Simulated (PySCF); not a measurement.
## Bond energies at MP2/def2-SVP beside a composite method

PySCF, lowest determinants of a PBE0 search. The composite is CCSD(T) extrapolated to the basis-set limit from two correlation-consistent sets, with core-valence (CV) and scalar-relativistic (SR) terms as its label shows; it has no spin–orbit coupling and nothing beyond (T).

```
species  state (unpaired electrons)  De MP2 (eV)  De composite (eV)              composite  dissociates to
    SiO      singlet (closed shell)         7.89               8.31  CCSD(T)/CBS(TQ)+CV+SR          Si + O
    IBr      singlet (closed shell)         1.73               2.17        CCSD(T)/CBS(TQ)          I + Br
     K2      singlet (closed shell)         0.34               0.55        CCSD(T)/CBS(DT)           K + K
    GaC         quartet (σ ↑, π ↑↑)         2.97               3.12        CCSD(T)/CBS(DT)          Ga + C
    InF      singlet (closed shell)         5.32               5.64     CCSD(T)/CBS(DT)+CV          In + F
   SbBr              triplet (π ↑↑)         2.23               2.63        CCSD(T)/CBS(DT)         Sb + Br
   RbSr               doublet (σ ↑)         0.09               0.13        CCSD(T)/CBS(DT)         Rb + Sr
     BS               doublet (σ ↑)         5.87               5.84  CCSD(T)/CBS(TQ)+CV+SR           B + S
```

Task: Does MP2 bind more or less than the composite, by how much on average, and where is the difference largest?

Result: MP2/def2-SVP binds less on average, method and basis taken together: the mean signed difference is -0.24 eV and the mean absolute one 0.25 eV; it is largest for IBr (-0.44 eV).

The molecules are drawn from runs that passed checks on state, spin purity and fit, so the hardest cases are missing and the errors look smaller than over all diatomics.

Correlated steps freeze the inner cores (0 to 28 orbitals); shallow outer-core shells are correlated. UHF and ROHF references stand side by side, which adds small steps between rows. Weak bonds: K2, RbSr. Basis-set superposition, not corrected here, can be much of De in a small basis, most of all at correlated wavefunction levels. Spin–orbit coupling is left out, which matters for elements this heavy, above all for dissociation energies. Where the molecule has an RHF reference, its open-shell atoms are computed with UHF. The CCSD T1 diagnostic is raised in GaC, SiO, a sign that a single reference may not be enough there. States were picked by a PBE0 search and need not be the measured ground states.
